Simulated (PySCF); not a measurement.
`C#C[C@H]1[SiH2]C[Si@@H]1C#N`, C5H7NSi2

Geometry:
| atom | x (Å) | y (Å) | z (Å) |
| --- | --- | --- | --- |
| C1 | 3.035 | 0.076 | 0.849 |
| C2 | 2.003 | 0.246 | 0.263 |
| C3 | 0.746 | 0.409 | -0.400 |
| Si4 | 0.007 | -1.195 | -1.210 |
| C5 | -1.510 | -0.984 | -0.046 |
| Si6 | -0.782 | 0.587 | 0.773 |
| C7 | -1.763 | 2.114 | 0.334 |
| N8 | -2.362 | 3.046 | 0.040 |
| H9 | 3.952 | -0.056 | 1.341 |
| H10 | 0.835 | 1.236 | -1.109 |
| H11 | 0.799 | -2.395 | -0.953 |
| H12 | -0.288 | -1.039 | -2.634 |
| H13 | -2.459 | -0.836 | -0.555 |
| H14 | -1.657 | -1.810 | 0.645 |
| H15 | -0.560 | 0.608 | 2.217 |

The calculation used TDDFT B3LYP/aug-cc-pVDZ circular dichroism and optical rotation, one conformer, gas phase (PySCF 2.14.0). Geometry: GFN2-xTB.

Problem. What are the CIP labels of the stereocentres?

Solution. C3 S, Si6 S.

Problem. List the lowest 8 singlet excitations with oscillator and rotatory strengths.

Solution. Rotatory strengths R in 10⁻⁴⁰ esu² cm², velocity form and length form (origin at the centre of mass); f in length form.
| state | E (eV) | λ (nm) | f | R (velocity) | R (length) | main |
| --- | --- | --- | --- | --- | --- | --- |
| 1 | 4.88 | 254 | 0.024 | -28.2 | -28.0 | HOMO→LUMO 0.98 |
| 2 | 5.20 | 239 | 0.005 | +1.7 | +1.4 | HOMO−1→LUMO 0.97 |
| 3 | 5.60 | 222 | 0.018 | +3.7 | +3.8 | HOMO→LUMO+1 0.95 |
| 4 | 5.65 | 220 | 0.003 | +1.7 | +1.6 | HOMO→LUMO+2 0.89 |
| 5 | 5.86 | 212 | 0.0009 | +0.9 | +0.7 | HOMO−1→LUMO+1 0.90 |
| 6 | 5.98 | 207 | 0.012 | +15.4 | +15.8 | HOMO−1→LUMO+2 0.54, HOMO→LUMO+3 0.35 |
| 7 | 6.16 | 201 | 0.005 | +26.7 | +26.6 | HOMO−1→LUMO+3 0.51, HOMO−2→LUMO 0.30 |
| 8 | 6.21 | 200 | 0.026 | +1.7 | +2.1 | HOMO−2→LUMO 0.56, HOMO−1→LUMO+3 0.29 |

Among the states computed, the strongest CD band (largest |R|) is state 1. The largest dissymmetry factor in size, g = 4R/(D+G), with D and G the electric and magnetic dipole strengths, is +0.046 for state 7 (velocity form, f = 0.005), among bands with |R| over 0.5. The mirror image has the same energies and oscillator strengths and all R with the opposite sign.
